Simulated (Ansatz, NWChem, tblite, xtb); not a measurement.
# How methods differ on SiNH2Cl2O (SMILES N[Si]([O])(Cl)Cl)

The species is SiNH2Cl2O (7 atoms), meant as a doublet with charge 0. SMILES: `N[Si]([O])(Cl)Cl`. The shape is that of a PBE0-D4/def2-TZVP optimisation. This is one conformer, not always the lowest.

```xyz
7

N     0.4300   -0.0832    0.9766
Si   -0.2716    0.0562   -0.5725
O     0.7831   -0.7917   -1.4557
Cl   -2.1373   -0.7388   -0.5627
Cl   -0.3845    2.0092   -1.1072
H     1.2643    0.4388    1.1998
H     0.3774   -0.9586    1.4759
```

Quantity: the dipole moment, in D. The values are calculated.

```
                              level            kind  program  value (D)   CPU time
                           GFN2-xTB  semi-empirical   tblite       4.02  under 2 s
                           GFN1-xTB  semi-empirical   tblite       6.74  under 2 s
                          IPEA1-xTB  semi-empirical   tblite       6.52  under 2 s
                           GFN0-xTB  semi-empirical      xtb       4.61  under 2 s
                         UHF/STO-3G    Hartree–Fock   NWChem       2.80       11 s
                          UHF/3-21G    Hartree–Fock   NWChem       2.83      8.3 s
                       UHF/def2-SVP    Hartree–Fock   Ansatz       1.88       14 s
UB3LYP/6-31G* (spherical functions)   global hybrid   NWChem       3.32       40 s
UB3LYP/6-31G* (Cartesian functions)   global hybrid   Ansatz       3.32       31 s
                     UB3LYP/cc-pVDZ   global hybrid   Ansatz       3.12       31 s
```

The values span 1.88 to 6.74 D. Sets without polarisation functions give poor dipoles. Times are those of the runs behind each value, whatever else they computed, on shared processors of several kinds: orders of magnitude only.
